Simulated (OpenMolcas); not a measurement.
Mn3+: moving the ligands

Mn3+ with 6 ligands (fluoride) in octahedral coordination (Oh) at 1.96 Å. A charge of +0.5 e stands 3.2 Å behind each ligand. Ligand basis ANO-RCC-VDZP.

| Quantity | Value |
| --- | --- |
| Program | OpenMolcas 26.06 |
| Method | SS-CASPT2, IPEA 0.25 Eh, imaginary shift 0.1 Eh (closed shells correlated: 3s 3p and the ligand valence shells) |
| Basis | ANO-RCC-VDZP [5s4p2d1f] |
| Scalar Hamiltonian | DKH2, point nucleus |
| Active space | 4 electrons in 5 orbitals (3d) |
| State averaging | 2S+1 = 5 even, 5 roots; 2S+1 = 3 even, 45 roots; 2S+1 = 1 even, 50 roots |
| Spin-orbit coupling | state interaction with AMFI integrals over the reference wave functions |

Runs around this geometry, states (labels of O, the rotations of Oh). Energies in cm-1 above the lowest state or level, χT in cm3 K/mol.

```csv
R (Å),Ground state,First state of that spin,First gap with spin-orbit (degeneracies),χT at 300 K,First state of another spin
1.88,5E,5T2 16330,"14 (1, 3)",2.955,3T1 7050
1.96,5E,5T2 13500,"12 (1, 3)",2.947,3T1 9790
2.05,5E,5T2 11080,"11 (1, 3)",2.935,3T1 12060
```

Taking the first state of the same spin as R^-n, n = -ln(11080 / 16330) / ln(2.05 / 1.88) = 4.5 between the shortest and longest distance.

Roots that are degenerate in the reference are averaged as groups; the widest CASPT2 spread within a group is 380 cm-1 (the 3-fold group of multiplicity 1 near 50300 cm-1 above the lowest state of its run, R = 1.96). Shifts and gaps below about the spread of the groups concerned are not significant. Over all roots computed the reference weight is 0.70 to 0.72 in R = 1.88, 0.70 to 0.72 in R = 1.96, 0.69 to 0.71 in R = 2.05; a low but even weight reflects the number of correlated electrons. An orbital doublet at a regular site is open to a Jahn-Teller distortion, which this geometry leaves out. This shell can be high or low spin here, a state of another spin lies low, and with metal d orbitals alone active their balance is uncertain, so the ground spin may be wrong. Ligand-to-metal charge-transfer states are missing. These CASPT2 states fit no ligand-field parameters well, so their order and spin gaps are uncertain. With no ligand orbital active B as a rule stays too high, so bands that hang on it stand too high and its fall with covalency is understated. With one d shell and no ligand orbital active, 10Dq can be off by a tenth or more. Free-ion shares, where given, are those of the reference states; single-state CASPT2 does not remix them (holds for R = 1.96; R = 2.05). No measured value stands beside these numbers; the geometry was imposed, not optimised, and the real ion may take another.
